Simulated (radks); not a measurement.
Ionisation of the carbon ion C3+, [He] 2s1, to [He] as the strength of local exchange is varied. All-electron calculation, non-relativistic Kohn-Sham, Slater X-alpha exchange (alpha = 2/3 is LDA exchange), no correlation, spin-unpolarised, spherical densities, point nucleus; without spin polarisation the odd electron is poorly described. Program: a radial shooting solver on a logarithmic mesh with Libxc functionals.

alpha  E(C3+) (hartree)  exchange (hartree)  IE (eV)  -e of the level emptied (eV)  <r> of it (bohr)
0.554         -33.58576            -2.74504   60.528                   52.689 (2s)             1.312
0.654         -34.08333            -3.26769   61.885                   54.225 (2s)             1.295
0.674         -34.18335            -3.37321   62.158                   54.535 (2s)             1.292
0.712         -34.37383            -3.57463   62.679                   55.127 (2s)             1.286
0.801         -34.82230            -4.05105   63.908                   56.526 (2s)             1.272
x             -34.14832            -3.33624   62.063                   54.427 (2s)             1.293

Which alpha was used in the last row?

Answer. alpha = 0.667. NIST Atomic Spectra Database: 64.494 eV (measured). The central value is not met in this range of alpha. Spin polarisation and multiplet splitting are left out, so open shells lie too high by an amount that depends on their filling.
